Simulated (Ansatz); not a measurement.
Q: Name a neutral molecule of C, F, Si and H with HOMO–LUMO gap (B3LYP/def2-TZVPP) between 7.10 and 7.40 eV and size of the dipole moment (B3LYP/def2-TZVPP) between 1.05 and 1.35 D (Ansatz, PBE0-D4/def2-TZVP geometry).

A: `F[SiH]1CC1` (7.28 eV, 1.24 D); `F[SiH]([SiH3])C[SiH3]` (7.35 eV, 1.14 D). Other molecules can fit too; these were computed, each in one conformer that needn't be the lowest.

B3LYP here is the variant with VWN-RPA as its local correlation; programs differ in this.
